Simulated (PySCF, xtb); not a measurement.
CH₆GeO₂Si, SMILES [O]1[GeH]([CH3])[O][SiH2]1.

GFN2-xTB run with xtb 6.7.1 at its own geometry gives an orbital gap of 5.78 eV and a dipole moment of 2.36 D.

Coordinates come from a PBE0-D3(BJ)/def2-SVP optimisation. This is a generated structure with no PubChem entry under its InChIKey; it may be hypothetical.

Q: What does M06-2X/def2-TZVP run with PySCF give? (The exact figures need the calculation; the answer reports its results.)

A: gap 9.93 eV (levels -9.52 and 0.41 eV), dipole 2.12 D.
